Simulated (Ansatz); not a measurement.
`C[O][Ga]([OH])[SH]` + `BCS` → `[OH][Ga]([SH])[SH]` + `BCOC`  (redistribution)

Gas-phase electronic energies from Ansatz, PBE0-D4/def2-TZVP geometries. CCSD(T)/CBS adds triple-zeta CCSD(T) − MP2 to the extrapolated MP2 energy (def2 sets, frozen cores). Functionals use def2-TZVPP. B3LYP here is the variant with VWN-RPA as its local correlation; programs differ in this. For Ga outer-core shells are correlated without core-valence functions, which leaves a few kJ/mol of doubt a bond. Scalar relativity is left out up to krypton. Each species was taken in one conformer, which may not be the lowest.

```csv
level,ΔE (kJ/mol),difference from CCSD(T)/CBS
PBE-D4,-18.1,-8.8
r2SCAN-D4,-16.3,-7.0
PBE0-D4,-18.9,-9.6
B3LYP-D4,-15.3,-6.0
ωB97X-V,-13.2,-3.9
ωB97M-V,-14.7,-5.4
B2PLYP,-11.8,-2.5
PBE,-19.1,-9.8
r2SCAN,-16.5,-7.2
PBE0,-19.7,-10.4
B3LYP,-17.0,-7.7
HF/def2-TZVPP,-18.1,-8.8
MP2/def2-TZVPP,-5.3,4.0
SCS-MP2/def2-TZVPP,-5.2,4.1
CCSD/def2-TZVPP,-9.9,-0.6
CCSD(T)/def2-TZVPP,-9.3,0.0
HF/def2-QZVPP,-15.9,-6.6
MP2/def2-QZVPP,-4.5,4.8
SCS-MP2/def2-QZVPP,-4.4,4.9
HF/CBS(def2),-15.6,-6.3
MP2/CBS(def2),-5.3,4.0
CCSD/CBS(def2),-9.9,-0.6
CCSD(T)/CBS,-9.3,0
```

Largest T1 diagnostic among the species: 0.014.

In def2-TZVPP, CCSD(T) changes the Hartree–Fock value by +8.8 kJ/mol (the triples alone add +0.6 kJ/mol) and MP2 by +12.8 kJ/mol.
